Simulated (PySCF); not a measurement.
C3H4BrCl, SMILES C(/Cl)(C)=C\Br.

Geometry: r2SCAN-D4/def2-SVP.

Calculation: PySCF with PBE/def2-TZVP.

Gas-phase values at a fixed geometry.

The total energy comes out as -3150.39054 hartree, the point group is Cs and the highest occupied level comes out as -5.93 eV. The lowest empty level is -1.44 eV, the orbital gap is 4.49 eV and the dipole moment is 0.78 D. The quadrupole, principal values (traceless, Buckingham form, about the centre of nuclear charge) comes out as -3.40, -1.84, 5.25 D·Å, the mean static polarisability is 72.0 bohr³ (10.67 Å³) and the polarisability, principal values comes out as 46.4, 65.5, 104.1 bohr³.
